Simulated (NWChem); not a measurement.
Molecule: C₃H₂F₃, doublet; SMILES [CH]=CC(F)(F)F

```xyz
8

C      0.1101     2.1476     0.0000
C     -0.5983     1.0350     0.0000
C      0.0053    -0.3492     0.0000
F      1.3508    -0.3293     0.0000
F     -0.4035    -1.0443    -1.0897
F     -0.4035    -1.0443     1.0897
H     -0.0559     3.2315     0.0000
H     -1.7089     1.0379     0.0000
```
Atoms are numbered in this order, from 1.

Level: PBE-D3(BJ)/def2-SVP, spin-unrestricted (NWChem), optimised geometry, unscaled harmonic frequencies. In the optimisation the excess spin sits in a' (Cs, its own frame).

Task: List the harmonic frequencies with IR intensities, and the thermochemistry.

Result: 
| frequency (cm⁻¹) | IR intensity (km/mol) |
|---|---|
| 91 | 1.3 |
| 240 | 0.5 |
| 324 | 6.9 |
| 418 | 2.1 |
| 513 | 3.0 |
| 534 | 9.0 |
| 594 | 14.2 |
| 685 | 26.7 |
| 745 | 23.3 |
| 819 | 0.2 |
| 859 | 29.6 |
| 1113 | 87.4 |
| 1142 | 316.9 |
| 1230 | 195.5 |
| 1263 | 251.7 |
| 1671 | 19.6 |
| 3012 | 0.3 |
| 3209 | 4.4 |

| Quantity | Value |
|---|---|
| zero-point energy | 26.4 kcal/mol |
| thermal correction to the enthalpy at 298.15 K (with zero-point energy) | 30.6 kcal/mol |
| heat capacity Cv | 19.9 cal/(mol K) |
| entropy at 298.15 K and 1 atm (symmetry number 1, electronic part: spin degeneracy alone) | 77.7 cal/(mol K) |
| dipole moment | 2.32 D |

Rigid rotor and harmonic oscillator; modes under 100 cm⁻¹ make the entropy uncertain.
